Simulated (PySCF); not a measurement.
Nd(3+): ionisation energy

Nd(3+) [Xe] 4f3 [4f5/2^3, M_J = 9/2] → Nd(4+) [Xe] 4f2 [4f5/2^2, M_J = 4], as a difference of total energies. Calculation: PySCF 2.14, in x2c-QZVPPall-2c (16s16p12d6f4g1h, 213 functions); the two-component X2C-1e Hamiltonian. Correlated levels: [Ar] 3d10 frozen; the 34 highest virtual spinors dropped. "Screened" scales the spin-orbit matrix elements by Boettger's factors to mimic the two-electron term; Breit and QED terms are absent.

```csv
method,ionisation energy (eV)
GHF (spin-free),38.879
GMP2 (spin-free),40.301
GHF (screened spin-orbit),38.833
GMP2 (screened spin-orbit),40.263
```

How much does correlation contribute at GMP2 (screened spin-orbit)?

40.263 − (38.833) = 1.430 eV, measured against GHF (screened spin-orbit).

The spin-free rows relax to the high-spin LS determinant and lack the spin-orbit shift.

The labels give the starting determinants; with spin-orbit coupling the two ends relaxed to ⟨J²⟩ = 26.78, ⟨L²⟩ = 41.72, ⟨S²⟩ = 3.72 and ⟨J²⟩ = 20.77, ⟨L²⟩ = 29.64, ⟨S²⟩ = 1.97.

The determinant of Nd(3+) and of Nd(4+) mixes levels of different J (the jj label is only the starting occupation), so the difference between spin-free and spin-orbit rows is not the physical spin-orbit shift.

For comparison: 40.6 ± 0.04 eV (semi-empirical (NIST evaluation); NIST Atomic Spectra Database, ionization energies).
